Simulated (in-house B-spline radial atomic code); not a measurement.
## RPA and G0W0 on PBE0: neutral barium

Configuration [Xe] 6s2, mean-field start PBE0. Computed with a B-spline radial code for spherical atoms: all electrons, scalar-relativistic (spin-free one-electron X2C), finite nucleus, each spin shell either full or empty, empty states to l = 9 with an (l + 1/2)⁻⁴ tail; G0W0 by contour deformation at full frequency.

Command:
```bash
python run_gw.py task.json out
```
Settings (radii: box in bohr, nucleus in fm):
```
Z                        56
electrons                56
configuration            [Xe] 6s2
hamiltonian              x2c
method                   pbe0
lmax                     9
rms_radius               4.8378
spin_polarised           False
box_radius               40
intervals                72
ion_configuration        [Xe] 6s1
```

Cost of the run: 17 s on 1 thread of Arm Neoverse N1, with other jobs on the host.

Energies (hartree):

```tsv
term	value
mean-field total	-8134.45063
Hartree-Fock functional on these orbitals	-8131.65668
direct second order	-4.9606
second-order exchange	1.3486
SOSEX correction	1.2498
```

(1) What is the RPA correlation energy, and what remains with SOSEX?

Quasi-particle levels (eV):

| level | occupied | mean field | Σx - vxc | Σc | QP weight | G0W0 |
| --- | --- | --- | --- | --- | --- | --- |
| 6s | yes | -3.699 | -0.58 | ? | ? | ? |
| 5d | no | -1.197 | 3.45 | -2.33 | 0.752 | -0.083 |

G0W0 = mean field + (Σx - vxc) + Σc, with Σc (partial-wave tail included) taken at the quasi-particle energy. Only the outer levels were computed. Levels of low weight are left out.

(2) Where does G0W0 put 6s?

(3) What does it cost to remove one electron (to [Xe] 6s1) by differences of total energies, each species on its own start (correlation terms add to the Hartree-Fock functional)?

Results:

(1) RPA gives -4.3255 hartree (-2.1 eV per electron); RPA + SOSEX gives -3.0756, and the second-order doubles -3.612 hartree (no singles). RPA lacks exchange-type terms and so overcorrelates at short range.

(2) At -5.358 eV, with Σc = -1.08 eV and a quasi-particle weight of 0.851. The tabulated removal energy is 5.212 eV (NIST, measured); the calculation leaves out spin-orbit coupling, Breit and QED terms, and what these don't explain is the method's own error.

(3) PBE0 5.118 eV, Hartree-Fock functional 4.256 eV, + RPA 5.440 eV, + RPA + SOSEX 5.166 eV, + second order 5.832 eV. Tabulated: 5.212 eV (NIST, measured); the calculation leaves out spin-orbit coupling, Breit and QED terms, and what these don't explain is the method's own error.
